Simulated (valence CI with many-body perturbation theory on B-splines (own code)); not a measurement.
The numbers below are computed, except where a source is named.
## Level structure of V¹⁸⁺

Method: relativistic CI+MBPT: three valence electrons over a frozen Dirac-Fock core [He], radial functions for each j: 11 s, 11 p, 9 d, 7 f, 5 g, 2 h, 1 i, with the one-electron correlation potential Σ1, the two-electron term Σ2, the three-electron term Σ3, Breit, model QED; selected CI, second order for the rest (own B-spline code, finite nucleus).

No measured levels were compared; by estimate levels of excited configurations hold to 0.05 to 0.15 % of their energy, terms of the ground configuration to about 0.5 %.

Levels 46 to 84 of 84, with energies above the lowest level, 2s2 2p 2P°_1/2. "Leading %" is the weight of the configuration and term that name the level; weights of strongly mixed levels are sums over their largest components and can fall short.

```csv
No.,Configuration,Term,J,E (Ry),Leading %,Second component,g
46,2s 2p 3d,4D°,1/2,61.616,81,10 % 2s 2p 3s 2P°,0.229
47,2s 2p 3d,4F°,9/2,61.723,100,,1.332
48,2s 2p 3d,2D°,3/2,61.796,75,6 % 2s 2p 3d 4F°,0.859
49,2s 2p 3d,2D°,5/2,61.887,55,24 % 2s 2p 3d 4D°,1.202
50,2s 2p 3d,4D°,7/2,61.969,85,13 % 2s 2p 3d 4F°,1.400
51,2s 2p 3d,4P°,5/2,62.072,49,39 % 2s 2p 3d 4D°,1.446
52,2s 2p 3d,4P°,3/2,62.106,74,24 % 2s 2p 3d 4D°,1.594
53,2s 2p 3d,4P°,1/2,62.132,92,6 % 2s 2p 3d 4D°,2.496
54,2s 2p 3d,2F°,5/2,62.403,81,13 % 2s 2p 3d 2D°,0.927
55,2s 2p 3d,2P°,3/2,62.679,87,5 % 2s 2p 3d 2D°,1.300
56,2s 2p 3d,2F°,7/2,62.747,98,,1.144
57,2s 2p 3d,2P°,1/2,62.883,95,,0.663
58,2s 2p 3p,2P,1/2,62.968,84,9 % 2p2 3s 2P,0.730
59,2s 2p 3p,2D,3/2,62.995,68,25 % 2s 2p 3p 2P,0.953
60,2s 2p 3p,2D,5/2,63.091,93,,1.203
61,2s 2p 3p,2P,3/2,63.148,62,27 % 2s 2p 3p 2D,1.182
62,2s 2p 3p,2S,1/2,63.406,79,9 % 2p2 3s 4P,2.020
63,2p2 3s,4P,1/2,63.664,84,10 % 2s 2p 3p 2S,2.521
64,2p2 3s,4P,3/2,63.920,96,,1.718
65,2p2 3s,4P,5/2,64.194,89,9 % 2p2 3s 2D,1.557
66,2s 2p 3d,2F°,7/2,64.277,94,5 % 2p2 3p 2F°,1.144
67,2s 2p 3d,2F°,5/2,64.292,92,5 % 2p2 3p 2F°,0.863
68,2s 2p 3d,2D°,3/2,64.401,97,,0.806
69,2p2 3s,2P,1/2,64.460,81,14 % 2s 2p 3p 2P,0.749
70,2s 2p 3d,2D°,5/2,64.470,96,,1.194
71,2s 2p 3d,2P°,1/2,64.611,74,10 % 2p2 3p 4D°,0.710
72,2s 2p 3d,2P°,3/2,64.683,93,,1.333
73,2p2 3s,2P,3/2,64.697,56,32 % 2p2 3s 2D,1.151
74,2p2 3p,4D°,1/2,64.742,43,22 % 2s 2p 3d 2P°,0.797
75,2p2 3p,2S°,1/2,64.960,47,40 % 2p2 3p 4D°,1.257
76,2p2 3p,4D°,3/2,64.961,81,11 % 2p2 3p 4P°,1.262
77,2p2 3s,2D,5/2,65.194,85,10 % 2p2 3s 4P,1.238
78,2p2 3p,4D°,5/2,65.223,89,7 % 2p2 3p 4P°,1.379
79,2p2 3p,4P°,3/2,65.238,45,35 % 2p2 3p 2D°,1.329
80,2p2 3s,2D,3/2,65.292,62,29 % 2p2 3s 2P,0.989
81,2p2 3p,4P°,1/2,65.338,75,16 % 2p2 3p 2S°,2.408
82,2p2 3p,4P°,5/2,65.405,52,39 % 2p2 3p 2D°,1.397
83,2p2 3p,2D°,3/2,65.486,62,31 % 2p2 3p 4P°,1.141
84,2p2 3p,4D°,7/2,65.491,89,9 % 2p2 3p 2F°,1.397
```

Names give the largest LS component (configuration and term), which can be under half, so a name can repeat, a term be missing and a line seem to break the LS rules; names also repeat where a configuration has a term twice.
